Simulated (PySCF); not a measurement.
How methods differ on the excitation energy of Cl

Cl [Ne] 3s2 3p5 (2P) → Cl [Ne] 3s1 3p6 (2S), as a difference of total energies. All numbers are calculated (PySCF 2.14, the non-relativistic Hamiltonian (point nucleus), in aug-cc-pwCVQZ (10s9p7d5f3g, 134 functions)). Correlated levels: valence: [Ne] frozen; valence and next inner shell: 1s2 frozen; nothing frozen. The calculations carry no spin-orbit coupling.

```csv
method,excitation energy (eV)
UHF,15.414
LDA,11.757
PBE,11.995
PBE0,12.861
r2SCAN,12.747
BHandHLYP,13.670
TPSS,12.339
M06-2X,12.971
MP2 (valence),12.942
SCS-MP2 (valence),12.696
MP2 (valence and next inner shell),12.823
SCS-MP2 (valence and next inner shell),12.597
MP2 (all electrons),12.814
SCS-MP2 (all electrons),12.593
```

**Question.** How much does correlation contribute at MP2 (all electrons)?

**Answer.** 12.814 − (15.414) = -2.600 eV, measured against UHF.

For comparison: 10.586 eV (measured; NIST levels, between the centres of gravity of the two terms).
